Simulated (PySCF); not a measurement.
**Ce⁴⁹⁺ (cerium, charge +49) across methods**

[He] 2s2 2p5, 2P determinant. Calculation: PySCF 2.14, in an even-tempered Gaussian basis (19 s from 25 bohr⁻², ratio 2.2; 12 p from 32 bohr⁻², ratio 2.2; 6 d from 130 bohr⁻², ratio 2.4; 5 f from 200 bohr⁻², ratio 2.4; 4 g from 290 bohr⁻², ratio 2.4); scalar relativity by spin-free X2C-1e.

```tsv
method	E (hartree)	mean ε 2s α (eV)	mean ε 2p α (eV)	mean ε 2p β (eV)	Σ⟨r²⟩ (bohr²)	⟨S²⟩
MN15	-6161.37	-9893.6	-9327.3	-9303.8	0.07454	0.750
PBE	-6155.41	-9923.0	-9320.3	-9298.8	0.07449	0.750
r2SCAN0	-6155.90	-9981.2	-9364.9	-9341.3	0.07442	0.750
LDA	-6148.52	-9913.7	-9315.9	-9292.5	0.07455	0.750
PBE0	-6155.46	-9963.5	-9353.1	-9330.4	0.07447	0.750
UHF	-6155.26554	-10083.1	-9450.0	-9423.5	0.07441	0.750
r2SCAN	-6155.98	-9947.0	-9336.1	-9313.4	0.07443	0.750
```

Spin-orbit coupling, absent here, splits the open shell strongly.
